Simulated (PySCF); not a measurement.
Computed structure and properties of [Yb(NH3)3]3+

System: [Yb(NH3)3]3+ (singlet in the valence; each metal's 4f electrons, 13 of them, lie in its core potential, out of spins and levels); start: displaced along the imaginary mode (C3). Method: PySCF 2.14.0, RKS PBE0, Yb lcecp-1-SVP with ECP59, N def2-SVP, H def2-SVP; non-relativistic Hamiltonian with scalar-relativistic core potentials where named; density fitting; no spin-orbit coupling.

Input of the relaxation:

```python
mol = gto.M(atom='''
Yb    -0.00000    -0.00000    -0.02900
N      2.35023     0.00089     0.09503
H      2.76392    -0.58408     0.85760
H      2.84089    -0.35142    -0.75980
H      2.80268     0.93484     0.25000
N     -1.17589     2.03492     0.09503
H     -0.87613     2.68567     0.85760
H     -1.11610     2.63599    -0.75980
H     -2.21093     1.95977     0.25000
N     -1.17435    -2.03581     0.09503
H     -1.88779    -2.10158     0.85760
H     -1.72479    -2.28457    -0.75980
H     -0.59174    -2.89461     0.25000''',
    basis={'Yb': 'lcecp-1-SVP', 'N': 'def2-SVP', 'H': 'def2-SVP'},
    ecp={'Yb': 'lcecp-1-SVP'},
    charge=3, spin=0)
mf = dft.RKS(mol, xc='PBE0')
mf.grids.atom_grid = (50, 194)  # f atoms: unpruned, at least (60, 302)
mf = mf.density_fit()  # fitting sets: Yb AutoAux, N def2-universal-JKFIT, H def2-universal-JKFIT
mf.conv_tol = 1e-08; mf.max_cycle = 55
mf.kernel(dm0)  # dm0: converged density of the start geometry
# quasi-Newton relaxation in Cartesian coordinates to a largest gradient under 0.00045 Eh/bohr, steps kept in the point group
```

Run from Python with OMP_NUM_THREADS=2; the lines above give its settings. Where DIIS fails, smearing, a level shift and second-order steps follow.
It took 4.1 min on 2 threads of Arm Neoverse N1 (shared host), from the converged density of the start.

Course of the relaxation:

| step | energy above end (eV) | largest force component within the symmetry (eV/Å) |
| --- | --- | --- |
| 0 | 0.0532 | 0.444 |
| 1 | 0.0359 | 0.022 |
| 2 | 0.0352 | 0.027 |
| 3 | 0.0299 | 0.130 |
| 4 | 0.0279 | 0.183 |
| 5 | 0.0246 | 0.200 |
| 6 | 0.0176 | 0.154 |
| 7 | 0.0117 | 0.092 |
| 23 | 0.0010 | 0.012 |
| 24 | 0.0007 | 0.048 |
| 25 | 0.0004 | 0.023 |
| 26 | 0.0002 | 0.025 |
| 27 | 0.0001 | 0.044 |
| 28 | 0.0000 | 0.016 |
(The steps between are left out.)

Relaxed geometry (C3):

```xyz
13

Yb    0.0000    0.0000   -0.6929
N     2.2163    0.0142    0.0610
H     2.3841   -0.3941    1.0003
H     2.8906   -0.5058   -0.5344
H     2.6589    0.9497    0.1371
N    -1.1204    1.9123    0.0610
H    -0.8508    2.2617    1.0003
H    -1.0073    2.7562   -0.5344
H    -2.1520    1.8278    0.1371
N    -1.0958   -1.9264    0.0610
H    -1.5333   -1.8677    1.0003
H    -1.8833   -2.2504   -0.5344
H    -0.5070   -2.7776    0.1371
```

```
      contact      Å
 Yb1–N2 (NH3)  2.341
 Yb1–N6 (NH3)  2.341
Yb1–N10 (NH3)  2.341
```

On the finer grid (75, 302):

```yaml
HOMO: -24.98 eV
LUMO: -16.50 eV
Dipole_about_the_centre_of_mass: 2.93 D
Set_of_Mulliken_populations_of_Yb1_outside_the_core_potential: s 2.30, p 6.19, d 0.71, f 0.02
D3_BJ_dispersion_energy_not_in_the_energies: -0.193 eV
```

| atom | Mulliken (e) | Löwdin (e) | spin (e) |
| --- | --- | --- | --- |
| Yb1 | 1.78 | 1.47 | 0.00 |
| N2 | -0.38 | -0.01 | 0.00 |
| H3 | 0.26 | 0.17 | 0.00 |
| H4 | 0.27 | 0.18 | 0.00 |
| H5 | 0.26 | 0.17 | 0.00 |
| N6 | -0.38 | -0.01 | 0.00 |
| H7 | 0.26 | 0.17 | 0.00 |
| H8 | 0.27 | 0.18 | 0.00 |
| H9 | 0.26 | 0.17 | 0.00 |
| N10 | -0.38 | -0.01 | 0.00 |
| H11 | 0.26 | 0.17 | 0.00 |
| H12 | 0.27 | 0.18 | 0.00 |
| H13 | 0.26 | 0.17 | 0.00 |

The 4f levels lie in the core potential and are missing. Their spin isn't counted.

No frequency check is given for this geometry.

Taking off one NH3 (charge 0, singlet; the rest: singlet) in vacuum, both parts rigid, costs 4.30 eV; the small basis without counterpoise inflates it. Parting with an electron moved from the ligand to the metal can be far cheaper, even downhill.

Rigid scan of NH3 along the line from its metal:

```json
{"distance to N2 (Å)": "2.04", "energy (eV)": "0.556"}
{"distance to N2 (Å)": "2.14", "energy (eV)": "0.214"}
{"distance to N2 (Å)": "2.24", "energy (eV)": "0.046"}
{"distance to N2 (Å)": "2.34", "energy (eV)": "0.000"}
{"distance to N2 (Å)": "2.44", "energy (eV)": "0.037"}
{"distance to N2 (Å)": "2.54", "energy (eV)": "0.129"}
{"distance to N2 (Å)": "2.74", "energy (eV)": "0.407"}
```

One start shape was tried, so this needn't be the lowest isomer.

An lcecp potential fixes the number of 4f electrons, so in runs with it no electron can move into or out of that shell.
